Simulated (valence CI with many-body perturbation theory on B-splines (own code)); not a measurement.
**Ne3+: electric-dipole lines**

Level of theory: relativistic CI+MBPT: five valence electrons over a frozen Dirac-Fock core [He], radial functions for each j: 9 s, 9 p, 8 d, 6 f, 3 g, 1 h, with the one-electron correlation potential Σ1 (screened to all orders), the two-electron term Σ2, the three-electron term Σ3, Breit, model QED; selected single and double excitations, second order for the rest, scaled by the run's own slope (own B-spline code, finite nucleus).

Against 12 measured levels this calculation errs by 131 cm⁻¹ on average and by 211 at most. These come from a selection out of Moore, Atomic Energy Levels, vol. I, NSRDS-NBS 35 (1971 reprint of NBS Circular 467, 1949), an old analysis. Levels without a partner in it may be off by more. Among the levels kept, up to 1300 cm⁻¹ of a level comes from second order outside the variational space, and about a tenth of that is noise between levels of different J, which matters for small intervals.

Lines 51 to 100 of 277 in falling wavelength, among levels below 73.956 eV, chosen from the strongest by gf and those to the six lowest levels. Wavelengths and rates use the calculated energies, so an error of 100 cm⁻¹ moves a line at 187.7 nm by 0.19 % and its rate by three times that or more. Electric multipoles are in the length gauge, E1 and E2 with the static RPA response of the core. Weak lines are less certain than strong ones. Lines between different terms over intervals too small for the method are left out, as are lines whose strength nearly cancels. Where a level lies close to another of its J and parity, the split of strength between their lines is uncertain. The highest levels of a list are the least certain.

Names give the largest LS component (configuration and term), which can be under half, so a name can repeat, a term be missing and a line seem to break the LS rules; names also repeat where a configuration has a term twice. Letters in brackets count levels of one name in rising energy.

| λ vac (nm) | λ from measured levels | Upper | Lower | A (s⁻¹) | S (a.u.) with core polarisation | S without |
| --- | --- | --- | --- | --- | --- | --- |
| 203.4 |  | 2s²2p²3d ²F_5/2 | 2s²2p²3p ²D°_3/2 [a] | 4.23e+08 | 1.06e+01 | 1.06e+01 |
| 202.4 |  | 2s²2p²3p ²D°_5/2 [b] | 2s²2p²3s ²D_3/2 | 1.72e+07 | 4.21e-01 | 4.21e-01 |
| 202.3 |  | 2s²2p²3p ²D°_5/2 [b] | 2s²2p²3s ²D_5/2 | 3.18e+08 | 7.81e+00 | 7.81e+00 |
| 201.9 |  | 2s²2p²3p ²D°_3/2 [b] | 2s²2p²3s ²D_3/2 | 2.96e+08 | 4.82e+00 | 4.82e+00 |
| 201.9 |  | 2s²2p²3p ²D°_3/2 [b] | 2s²2p²3s ²D_5/2 | 4.51e+07 | 7.33e-01 | 7.33e-01 |
| 199.1 |  | 2s²2p²3d ²D_3/2 | 2s²2p²3p ²P°_3/2 [a] | 6.75e+07 | 1.05e+00 | 1.05e+00 |
| 198.6 |  | 2s²2p²3d ²D_3/2 | 2s²2p²3p ²P°_1/2 [a] | 2.99e+08 | 4.62e+00 | 4.62e+00 |
| 198.2 |  | 2s²2p²3d ²D_5/2 | 2s²2p²3p ²P°_3/2 [a] | 3.70e+08 | 8.54e+00 | 8.54e+00 |
| 194.8 |  | 2s²2p²3d ⁴F_7/2 | 2s²2p²3p ⁴D°_7/2 | 6.09e+07 | 1.78e+00 | 1.78e+00 |
| 194.0 |  | 2s²2p²3d ⁴F_5/2 | 2s²2p²3p ⁴D°_5/2 | 1.14e+08 | 2.46e+00 | 2.46e+00 |
| 193.5 |  | 2s²2p²3d ⁴F_3/2 | 2s²2p²3p ⁴D°_3/2 | 1.39e+08 | 1.98e+00 | 1.98e+00 |
| 193.4 |  | 2s²2p²3d ²P_3/2 | 2s²2p²3p ⁴P°_3/2 | 1.32e+07 | 1.88e-01 | 1.88e-01 |
| 193.4 |  | 2s²2p²3d ⁴F_9/2 | 2s²2p²3p ⁴D°_7/2 | 5.26e+08 | 1.88e+01 | 1.88e+01 |
| 193.0 |  | 2s²2p²3d ⁴F_7/2 | 2s²2p²3p ⁴D°_5/2 | 4.68e+08 | 1.33e+01 | 1.33e+01 |
| 192.7 |  | 2s²2p²3d ⁴F_5/2 | 2s²2p²3p ⁴D°_3/2 | 4.12e+08 | 8.75e+00 | 8.74e+00 |
| 192.7 |  | 2s²2p²3d ⁴F_3/2 | 2s²2p²3p ⁴D°_1/2 | 3.83e+08 | 5.41e+00 | 5.41e+00 |
| 191.5 |  | 2s²2p²3d ⁴D_3/2 | 2s²2p²3p ⁴P°_5/2 | 1.28e+07 | 1.77e-01 | 1.77e-01 |
| 191.4 |  | 2s²2p²3d ²P_1/2 | 2s²2p²3p ⁴P°_1/2 | 1.08e+08 | 7.47e-01 | 7.47e-01 |
| 191.4 |  | 2s²2p²3d ⁴D_5/2 | 2s²2p²3p ⁴P°_5/2 | 8.64e+07 | 1.79e+00 | 1.79e+00 |
| 190.7 |  | 2s²2p²3d ⁴D_7/2 | 2s²2p²3p ⁴P°_5/2 | 4.16e+08 | 1.14e+01 | 1.14e+01 |
| 190.2 |  | 2s²2p²3d ⁴D_3/2 | 2s²2p²3p ⁴P°_3/2 | 2.05e+08 | 2.78e+00 | 2.78e+00 |
| 190.1 |  | 2s²2p²3d ⁴D_5/2 | 2s²2p²3p ⁴P°_3/2 | 3.40e+08 | 6.91e+00 | 6.91e+00 |
| 189.9 |  | 2s²2p²3d ⁴D_1/2 | 2s²2p²3p ⁴P°_3/2 | 4.60e+07 | 3.11e-01 | 3.11e-01 |
| 189.6 |  | 2s²2p²3d ⁴D_3/2 | 2s²2p²3p ⁴P°_1/2 | 2.00e+08 | 2.68e+00 | 2.68e+00 |
| 189.2 |  | 2s²2p²3d ⁴D_1/2 | 2s²2p²3p ⁴P°_1/2 | 2.78e+08 | 1.86e+00 | 1.86e+00 |
| 187.7 | 187.5 | 2s²2p²3p ⁴S°_3/2 | 2s²2p²3s ⁴P_5/2 | 2.64e+08 | 3.44e+00 | 3.44e+00 |
| 185.6 | 185.5 | 2s²2p²3p ⁴S°_3/2 | 2s²2p²3s ⁴P_3/2 | 1.62e+08 | 2.04e+00 | 2.04e+00 |
| 184.3 | 184.2 | 2s²2p²3p ⁴S°_3/2 | 2s²2p²3s ⁴P_1/2 | 7.69e+07 | 9.50e-01 | 9.50e-01 |
| 183.8 | 184.2 | 2s²2p²3d ⁴P_5/2 | 2s²2p²3p ⁴P°_5/2 | 2.71e+08 | 4.99e+00 | 4.99e+00 |
| 182.9 | 183.1 | 2s²2p²3d ⁴P_3/2 | 2s²2p²3p ⁴P°_5/2 | 1.56e+08 | 1.89e+00 | 1.89e+00 |
| 182.7 | 183.0 | 2s²2p²3d ⁴P_5/2 | 2s²2p²3p ⁴P°_3/2 | 5.02e+07 | 9.05e-01 | 9.05e-01 |
| 181.8 | 182.0 | 2s²2p²3d ⁴P_3/2 | 2s²2p²3p ⁴P°_3/2 | 5.96e+07 | 7.06e-01 | 7.06e-01 |
| 181.3 | 181.6 | 2s²2p²3d ⁴P_1/2 | 2s²2p²3p ⁴P°_3/2 | 2.64e+08 | 1.55e+00 | 1.55e+00 |
| 181.2 |  | 2s²2p²3d ⁴P_3/2 | 2s²2p²3p ⁴P°_1/2 | 9.36e+07 | 1.10e+00 | 1.10e+00 |
| 181.1 |  | 2s²2p²3d ⁴D_5/2 | 2s²2p²3p ⁴D°_7/2 | 2.71e+07 | 4.77e-01 | 4.77e-01 |
| 180.9 |  | 2s²2p²3p ²P°_1/2 [b] | 2s²2p²3s ²D_3/2 | 4.41e+08 | 2.57e+00 | 2.58e+00 |
| 180.8 |  | 2s²2p²3d ⁴P_1/2 | 2s²2p²3p ⁴P°_1/2 | 3.67e+07 | 2.14e-01 | 2.14e-01 |
| 180.5 |  | 2s²2p²3d ⁴D_7/2 | 2s²2p²3p ⁴D°_7/2 | 1.56e+08 | 3.63e+00 | 3.63e+00 |
| 179.9 |  | 2s²2p²3p ²P°_3/2 [b] | 2s²2p²3s ²D_3/2 | 6.17e+07 | 7.09e-01 | 7.10e-01 |
| 179.9 |  | 2s²2p²3p ²P°_3/2 [b] | 2s²2p²3s ²D_5/2 | 3.89e+08 | 4.47e+00 | 4.47e+00 |
| 179.6 |  | 2s²2p²3d ⁴D_3/2 | 2s²2p²3p ⁴D°_5/2 | 4.89e+07 | 5.60e-01 | 5.60e-01 |
| 179.6 |  | 2s²2p²3d ⁴D_5/2 | 2s²2p²3p ⁴D°_5/2 | 1.02e+08 | 1.74e+00 | 1.74e+00 |
| 179.5 |  | 2s²2p²3d ²P_1/2 | 2s²2p²3p ⁴D°_1/2 | 2.58e+07 | 1.47e-01 | 1.47e-01 |
| 179.4 |  | 2s²2p²3d ²D_3/2 | 2s²2p²3p ²D°_5/2 [a] | 1.51e+07 | 1.72e-01 | 1.72e-01 |
| 179.0 |  | 2s²2p²3d ⁴D_7/2 | 2s²2p²3p ⁴D°_5/2 | 2.11e+07 | 4.77e-01 | 4.77e-01 |
| 178.7 |  | 2s²2p²3d ²D_5/2 | 2s²2p²3p ²D°_5/2 [a] | 1.42e+08 | 2.39e+00 | 2.39e+00 |
| 178.5 |  | 2s²2p²3d ⁴D_3/2 | 2s²2p²3p ⁴D°_3/2 | 5.96e+07 | 6.70e-01 | 6.70e-01 |
| 178.5 |  | 2s²2p²3d ⁴D_5/2 | 2s²2p²3p ⁴D°_3/2 | 3.50e+07 | 5.89e-01 | 5.89e-01 |
| 178.2 |  | 2s²2p²3d ⁴D_1/2 | 2s²2p²3p ⁴D°_3/2 | 4.98e+07 | 2.78e-01 | 2.78e-01 |
| 177.8 |  | 2s²2p²3d ⁴D_3/2 | 2s²2p²3p ⁴D°_1/2 | 3.49e+07 | 3.87e-01 | 3.87e-01 |
